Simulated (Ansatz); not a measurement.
System: GeI, net charge 0, doublet state. SMILES: [Ge][I]
Structure (B3LYP-D3(BJ)/def2-TZVP (Ansatz, an electronic-structure program) minimum search):
```
Ge
I 1 2.5553
```
Charge 0, spin multiplicity 2.

Task: Give the harmonic wavenumbers at B3LYP-D3(BJ)/def2-TZVP (Ansatz, finite differences of forces, unscaled).

Result: 234 cm⁻¹. Zero-point energy 0.3 kcal/mol.

Task: From these and the geometry, give the ideal-gas thermochemistry at 298.15 K and 1 atm (rigid rotor, harmonic oscillator).

Result: Point group C∞v, rotational symmetry number 1. Rotational constants 1.676, 1.676 GHz. S(trans) 41.78, S(rot) 18.32, S(vib) 1.85, S(elec, spin only) 1.38, S 63.3 cal/(mol K). H(298) - H(0) 2.39 kcal/mol; G - E(el) -16.2 kcal/mol.
